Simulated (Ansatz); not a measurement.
Molecule: LuF2 (charge +1, singlet). SMILES: [F][Lu+][F]
Geometry from a B3LYP-D3(BJ)/def2-TZVP (Ansatz, a first-principles code) optimisation:
```
Lu
F 1 1.8875
F 1 1.8875 2 110.27
```
Charge +1, spin multiplicity 1.

Wanted: vertical ionisation energy (to the doublet state of charge +2; each state is the SCF solution reached for its spin), in eV. Correlated levels leave the core frozen unless marked. Open shells are spin-unrestricted. No spin-orbit coupling. The frozen core is the preceding noble-gas configuration, with the filled d and f shells of earlier blocks. Past Kr the def2 sets carry scalar-relativistic core potentials. 

| level | program | vertical ionisation energy (eV) |
|---|---|---|
| PBE/def2-TZVP | Ansatz | 18.71 |
| r2SCAN/def2-TZVP | Ansatz | 18.81 |
| B3LYP/def2-TZVP | Ansatz | 19.16 |
| PBE0/def2-TZVP | Ansatz | 19.12 |
| BHLYP/def2-TZVP | Ansatz | 19.41 |
| B2PLYP/def2-TZVP | Ansatz | 19.51 |
